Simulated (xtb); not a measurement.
C2H6F2OSi, SMILES COC[SiH](F)F. All values are semi-empirical tight-binding results from xtb (GFN2-xTB unless named), good for trends rather than for accurate numbers. Geometry: GFN2-xTB. This is a generated structure with no PubChem entry under its InChIKey; it may be hypothetical. One conformer was computed; it need not be the lowest.

Optimised geometry:

Bond lengths (Å): C1–O2 1.404, C1–H7 1.088, C1–H8 1.097, C1–H9 1.097, O2–C3 1.417, C3–Si4 1.895, C3–H10 1.100, C3–H11 1.102, Si4–F5 1.603, Si4–F6 1.597, Si4–H12 1.440. Angles (°): O2–C1–H7 106.7, O2–C1–H8 111.2, O2–C1–H9 111.2, H7–C1–H8 109.5, H7–C1–H9 109.6, H8–C1–H9 108.7, C1–O2–C3 113.0, O2–C3–Si4 107.5, O2–C3–H10 109.8, O2–C3–H11 109.9, Si4–C3–H10 111.8, Si4–C3–H11 111.3, H10–C3–H11 106.6, C3–Si4–F5 108.2, C3–Si4–F6 110.2, C3–Si4–H12 117.7, F5–Si4–F6 101.6, F5–Si4–H12 109.3, F6–Si4–H12 108.7.
Charge 0, spin multiplicity 1.

```yaml
orbital_gap: 6.09 eV
dipole_moment: 2.75 D
zero_point_energy: 51.2 kcal/mol
G − E(el) at 298.15 K (modified RRHO): 30.3 kcal/mol
static polarisability (D4 model): 66.4 bohr³
solvation energy, GFN2-xTB/ALPB(water): -0.4 kcal/mol
solvation energy, GFN2-xTB/ALPB(dmso): -3.5 kcal/mol
```

Give the atomic charges and the Wiberg bond orders between heavy atoms. (Estimate from the structure and the level; the computed values follow.)

charges (e) C1 0.05, O2 -0.33, C3 -0.01, Si4 0.63, F5 -0.25, F6 -0.24, H7 0.06, H8 0.03, H9 0.03, H10 0.02, H11 0.03, H12 -0.02. Bond orders C1–O2 0.99, O2–C3 1.00, C3–Si4 0.86, Si4–F5 1.10, Si4–F6 1.12.
